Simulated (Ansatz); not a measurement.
Isomers of Cd7⁺ (doublet), relaxed with PBE/def2-SVP; total energies from Ansatz at RPA@PBE/def2-TZVP.

```
isomer                                         description  energy (Eh)
     A           point group C3v; 9 × Cd–Cd 3.04 to 3.27 Å  -1172.37196
     B  point group not assigned; 9 × Cd–Cd 3.03 to 3.33 Å  -1172.37148
     C  point group not assigned; 9 × Cd–Cd 3.07 to 3.25 Å  -1172.37383
```

In the def2 sets Cd takes a core potential; there is no spin–orbit coupling. Correlated methods freeze no core orbitals; core or outer-core shells of Cd are correlated, in sets that lack core-valence functions.

The isomers come from a short search, and lower ones may exist.

Task: Work out the relative energies (1 Eh = 2625.5 kJ/mol) and the Boltzmann populations at 1200 K from electronic energies alone (R = 8.314 J/mol/K).

Result: ΔE: A 4.9, B 6.2, C 0.0 kJ/mol. RT = 9.98 kJ/mol. Factors exp(−ΔE/RT): A 0.612, B 0.537, C 1; sum 2.149. Populations: A 28.5 %, B 25.0 %, C 46.5 %. Zero-point energy, vibrational entropy and symmetry numbers are left out and can shift these; an error of 4 kJ/mol changes a ratio by a factor of 1.5. Over the other density-functional and correlated levels in def2 sets, the gap between C and A ranges from 0 to 7 kJ/mol.
